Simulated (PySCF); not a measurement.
# Core binding energy against partial charge

Compound: C5H8Si.
SMILES with atom numbers: `[SiH3:1][CH2:2][CH:3]=[C:4]1[CH:5]=[CH:6]1`

Binding energies: PySCF, delta-SCF UKS SCAN, pcX-2 on the ionised atom, pcseg-1 elsewhere, spin-free X2C. Charges: PBE0/pcSseg-1 ground-state density, for the ionised atom.

```
atom                      environment  C 1s (eV)  Mulliken (e)  IAO (e)  Hirshfeld (e)  ESP (e)
  C3                 alkene CH carbon     289.48        -0.250   -0.274         -0.112   -0.635
  C2      sp3 carbon bound to silicon     289.96        -0.458   -0.523         -0.158   -0.060
  C4  fully substituted alkene carbon     290.70        +0.077   +0.017         -0.021   +0.281
  C6                 alkene CH carbon     291.02        -0.095   -0.122         -0.018   -0.104
```

Problem. How well does each charge scheme correlate with the binding energies over these sites?

Solution. Hirshfeld: r = 0.83, slope 8.4 eV per e; ESP: r = 0.72, slope 1.3 eV per e; Mulliken: r = 0.66, slope 2.0 eV per e; IAO: r = 0.64, slope 1.9 eV per e. Hirshfeld charges have the highest r, on only 4 points.

Problem. The point-charge model writes a binding energy as kq + V + constant, with V the potential of the other atoms' charges at the site. What does it give with the ESP charges?

Solution. V = Σ 14.40 eV Å × q/r over all other atoms: +6.43 eV at C3, -0.28 eV at C2, -6.22 eV at C4, +1.45 eV at C6. Fitting binding energy − V to q gives k = 14.8 eV per e and leaves an rms residual of 0.75 eV, against 0.42 eV for the fit on q alone. The model has no term for differences in relaxation between sites.

The unrestricted hole states depart most from a pure doublet (⟨S²⟩ = 0.75; over 0.85 named) for C 1s of C6 (0.98), which makes this value less certain. Isolated species at its PBE0-D3(BJ)/def2-SVP geometry (one conformer only).

The values belong to the conformer `[SiH3:1][CH2:2][CH:3]=[C:4]1[CH:5]=[CH:6]1`: Si1–C2–C3–C4 103°.
